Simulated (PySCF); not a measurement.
A PySCF script (with the pyscf-properties extension) for the NMR shieldings of `InChI=1S/C5H18Si3/c1-4(2)3-8-5(6)7/h4-5H,3,8H2,1-2,6-7H3`, on a GFN2-xTB geometry:

```python
import basis_set_exchange as bse
import numpy as np
from pyscf import gto, dft
from pyscf.prop import nmr

atoms = """
C    -2.240917   -0.727174    0.963954
C    -1.707667    0.491544    0.218235
C    -2.831773    1.506160    0.008402
C    -1.091334    0.094503   -1.123841
Si    0.447401   -1.023473   -1.037605
C     1.716102   -0.361748    0.219322
Si    2.251876    1.429016   -0.138496
Si    3.205335   -1.531847    0.386769
H    -2.692767   -0.430871    1.908781
H    -2.996962   -1.232035    0.365957
H    -1.441575   -1.433981    1.172141
H    -0.932807    0.964776    0.832348
H    -3.264790    1.803334    0.961559
H    -3.619669    1.075050   -0.606462
H    -2.458286    2.398110   -0.490301
H    -0.817136    1.006360   -1.658612
H    -1.857726   -0.393346   -1.729322
H     1.048068   -1.062364   -2.379336
H     0.065219   -2.401190   -0.685002
H     1.223498   -0.349788    1.196506
H     2.853738    1.517345   -1.470471
H     1.105200    2.342852   -0.075802
H     3.226495    1.872853    0.864103
H     2.749154   -2.869866    0.775696
H     4.116314   -1.038188    1.425226
H     3.923964   -1.623420   -0.884905
"""
names = dict.fromkeys(["C", "Si", "H"], "pcSseg-1")
basis = {el: gto.basis.parse(bse.get_basis(n, elements=[el], fmt="nwchem")) for el, n in names.items()}
mol = gto.M(atom=atoms, basis=basis, charge=0, verbose=0)
mf = dft.RKS(mol, xc="PBE0")
mf.grids.level = 2
mf.grids.alignment = dft.numint.BLKSIZE   # the property module wants whole blocks of grid points
mf.conv_tol = 1e-9
mf.kernel()

calc = nmr.RKS(mf)   # GIAO
C = mf.mo_coeff
Co = C[:, mf.mo_occ > 0]
resp = mf.gen_response(singlet=True, hermi=2)
def vind(x):   # induced exchange potential for any number of trial vectors
    d = np.einsum("pi,xij,qj->xpq", C, 2 * x.reshape(-1, C.shape[1], Co.shape[1]), Co, optimize=True)
    return np.einsum("xpq,pi,qj->xij", resp(d - d.transpose(0, 2, 1)), C, Co, optimize=True).ravel()
mo1, _ = nmr.rhf.solve_mo1(calc, with_cphf=vind)
sigma = calc.kernel(mo1)
for i, s in enumerate(sigma):   # ppm
    w = np.linalg.eigvalsh((s + s.T) / 2)
    print("%2d %-2s iso %8.1f  s11 %8.1f  s22 %8.1f  s33 %8.1f" % (i, mol.atom_pure_symbol(i), w.mean(), *w))
```

Task: Give the expected output.

Result: 
```
 0 C  iso    162.2  s11    149.7  s22    152.4  s33    184.4
 1 C  iso    159.5  s11    156.2  s22    159.7  s33    162.7
 2 C  iso    157.3  s11    136.8  s22    147.5  s33    187.5
 3 C  iso    163.9  s11    148.9  s22    155.8  s33    187.0
 4 Si iso    390.3  s11    344.7  s22    384.5  s33    441.8
 5 C  iso    208.6  s11    202.9  s22    204.8  s33    218.1
 6 Si iso    420.4  s11    387.8  s22    396.6  s33    476.7
 7 Si iso    418.2  s11    380.1  s22    397.2  s33    477.4
 8 H  iso     30.6  s11     26.6  s22     27.7  s33     37.6
 9 H  iso     31.1  s11     28.2  s22     28.5  s33     36.8
10 H  iso     30.5  s11     24.8  s22     31.0  s33     35.6
11 H  iso     30.1  s11     25.5  s22     29.9  s33     35.0
12 H  iso     30.5  s11     26.0  s22     27.7  s33     37.7
13 H  iso     30.9  s11     27.7  s22     28.7  s33     36.4
14 H  iso     30.5  s11     25.9  s22     28.7  s33     36.9
15 H  iso     30.7  s11     26.4  s22     30.1  s33     35.6
16 H  iso     31.4  s11     27.2  s22     30.3  s33     36.6
17 H  iso     27.6  s11     23.6  s22     26.3  s33     32.8
18 H  iso     27.3  s11     23.1  s22     26.7  s33     32.0
19 H  iso     32.5  s11     26.6  s22     30.4  s33     40.4
20 H  iso     27.8  s11     24.8  s22     25.4  s33     33.3
21 H  iso     27.6  s11     22.5  s22     28.1  s33     32.1
22 H  iso     27.6  s11     23.8  s22     25.4  s33     33.7
23 H  iso     27.6  s11     23.4  s22     26.0  s33     33.3
24 H  iso     27.6  s11     23.6  s22     25.4  s33     33.6
25 H  iso     27.8  s11     24.3  s22     25.8  s33     33.3
```

These numbers come from an equivalent density-fitted implementation of the same equations, which agrees with the script to about 0.01 ppm for H and up to a few tenths of a ppm for heavy atoms, so last digits may differ.

Task: Turn these shieldings into chemical shifts. Chemical shifts δ = σref − σ; ¹³C (σ = 186.93 ppm) and ²⁹Si (σ = 349.16 ppm) and ¹H (σ = 31.72 ppm) against TMS, all at this level.

Result: Averaging equivalent atoms: C 1: 27.4; C 0/2: 27.2; C 3: 23.0; C 5: -21.7; Si 4: -41.2; Si 6/7: -70.1; H 17/18: 4.30; H 20/21/22/23/24/25: 4.05; H 11: 1.60; H 8/9/10/12/13/14: 1.03; H 15/16: 0.68; H 19: -0.74 ppm. 

Size and cost of the density-fitted run: 247 basis functions, 110 s wall time on 1 thread of an Arm Neoverse N1, shared host; peak memory 1.2 GiB.
